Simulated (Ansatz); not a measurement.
Start from `[OH][GaH][F]` and change one atom or group to get `[F][GaH][O][SiH3]`.

Ansatz, PBE0-D4/def2-TZVP geometries, multiplicity 1. Each molecule was computed in one conformer, which needn't be the lowest.

Scalar relativity is left out up to krypton.

```csv
property,`[OH][GaH][F]`
HOMO–LUMO gap (B3LYP/def2-TZVPP) / eV,7.84
HOMO–LUMO gap (PBE0/def2-TZVPP) / eV,8.42
HOMO energy (ωB97M-V/def2-TZVPP) / eV,-11.72
size of the dipole moment (ωB97M-V/def2-TZVPP) / D,3.39
HOMO–LUMO gap (ωB97M-V/def2-TZVPP) / eV,12.46
LUMO energy (ωB97M-V/def2-TZVPP) / eV,0.74
```

(1) Give the same properties after the change, and the shifts. (An estimate is asked.)

Results:

(1) Computed: 
| property | `[F][GaH][O][SiH3]` | shift |
| --- | --- | --- |
| HOMO–LUMO gap (B3LYP/def2-TZVPP) / eV | 7.13 | -0.71 |
| HOMO–LUMO gap (PBE0/def2-TZVPP) / eV | 7.64 | -0.78 |
| HOMO energy (ωB97M-V/def2-TZVPP) / eV | -11.11 | 0.61 |
| size of the dipole moment (ωB97M-V/def2-TZVPP) / D | 1.88 | -1.51 |
| HOMO–LUMO gap (ωB97M-V/def2-TZVPP) / eV | 11.61 | -0.85 |
| LUMO energy (ωB97M-V/def2-TZVPP) / eV | 0.50 | -0.24 |

With PBE0 the HOMO rises by 0.56 eV and the LUMO falls by 0.23 eV, so the gap narrows by about 0.79 eV. PBE moves the HOMO by 0.29 eV and ωB97M-V by 0.61 eV. The zero-point energy changes by 41.8 kJ/mol with +9 modes. Dipoles are sizes alone; their direction can turn.

B3LYP here is the variant with VWN-RPA as its local correlation; programs differ in this.
